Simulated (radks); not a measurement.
Q: The table gives one normalised radial function P(r) = r R(r) of Pm5+ in [Kr] 4d10 4f3 5s2 5p5 (r in bohr). Calculated with a radial shooting solver on a logarithmic mesh with Libxc functionals: scalar-relativistic Kohn-Sham, PBE, spin-polarised, spherical densities, finite nucleus; open shells are filled with parallel spins first (spin-orbit coupling, left out, can overturn this in heavy ions); Fermi nuclear charge, rms radius 4.962 fm.

r          P
0.0008225   0.0006
0.0009424   0.0008
0.00108     0.0010
0.001247    0.0013
0.001429    0.0017
0.001637    0.0021
0.001875    0.0027
0.002148    0.0034
0.002481    0.0043
0.002842    0.0055
0.003256    0.0069
0.003731    0.0087
0.004274    0.0110
0.004936    0.0140
0.005656    0.0176
0.006479    0.0220
0.007423    0.0275
0.008573    0.0347
0.009822    0.0430
0.01125     0.0531
0.01289     0.0651
0.01477     0.0792
0.01706     0.0967
0.01954     0.1154
0.02239     0.1362
0.02565     0.1583
0.02939     0.1809
0.03394     0.2036
0.03889     0.2217
0.04455     0.2336
0.05104     0.2360
0.05848     0.2251
0.06753     0.1952
0.07737     0.1467
0.08864     0.0780
0.1016     -0.0085
0.1164     -0.1062
0.1344     -0.2094
0.154      -0.2902
0.1764     -0.3368
0.2021     -0.3323
0.2315     -0.2660
0.2674     -0.1289
0.3063      0.0480
0.3509      0.2399
0.4021      0.4055
0.4606      0.5018
0.532       0.4908
0.6095      0.3606
0.6983      0.1288
0.8        -0.1655
0.9239     -0.4860
1.059      -0.7408
1.213      -0.9064
1.389      -0.9613
1.592      -0.9068
1.838      -0.7580
2.106      -0.5737
2.413      -0.3896
2.765      -0.2356
3.167      -0.1249
3.658      -0.0542
4.191      -0.0207
4.801      -0.0065

Which n and l does it have? It may be an empty orbital.

A: n = 5, l = 1: the number of nodes gives n - l - 1 = 3, the rise at small r (about r^(l+1), flatter next to the nucleus through relativity) gives l, and the extent must fit the shell. The curve is that of 5p down; the table hardly tells the two spins apart. 5p down: eigenvalue -76.499 eV, 3 radial nodes at r = 0.100, 0.296, 0.743 bohr, <r> = 1.52 bohr, 90 % of the charge inside 2.18 bohr.
